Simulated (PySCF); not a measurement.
Which determinant of SbH lies lowest?

Unrestricted PBE0; Sb def2-TZVPPD with ECP28, H def2-TZVPPD; scalar-relativistic core potentials (PySCF 2.14). Outer shells of the fragments: Sb 4d10 5s2 5p3; H 1s1.

Followed along the bond (rough minima from three points):

```
2Ms+1    unpaired  ⟨S²⟩ at the start  R at minimum (Å)  Te (eV)
    3        π ↑↑               2.01              1.72     0.00
    1        π ↑↓               1.01              1.72     0.32
    1        none               0.00              1.71     1.27
    5  σ ↑↑, π ↑↑               6.00  none in the scan   ≤ 5.01
```

Solutions found at the starting distance of 1.685 Å, counted from the lowest of them; the search is not exhaustive and high or unbound solutions are not listed, so other states can lie among these:

```tsv
2Ms+1	unpaired	term	E (eV)	⟨S²⟩	⟨Lz²⟩	μ (D)
3	π ↑↑	³Σ⁻	0.00	2.01	0.00	-0.15
1	π ↑↓	mixed	0.32	1.01	2.02	-0.15
1	none	mixed	1.27	0.00	2.01	-0.15
3	σ ↑, π ↑	³Π	3.55	2.01	1.01	0.47
1	σ ↓, π ↑	mixed	3.83	1.02	1.01	0.54
3	σ ↑, π ↑	³Π	4.87	2.01	1.01	0.62
```

A term symbol is given only where ⟨S²⟩ and ⟨Lz²⟩ are close to those of a pure state; real π, δ and φ orbitals otherwise mix terms. A positive dipole means Sb(−)H(+).

Spin–orbit coupling is left out. Counting both spins, an empty level lies below a filled one in some of these solutions, because spin and occupation are held.
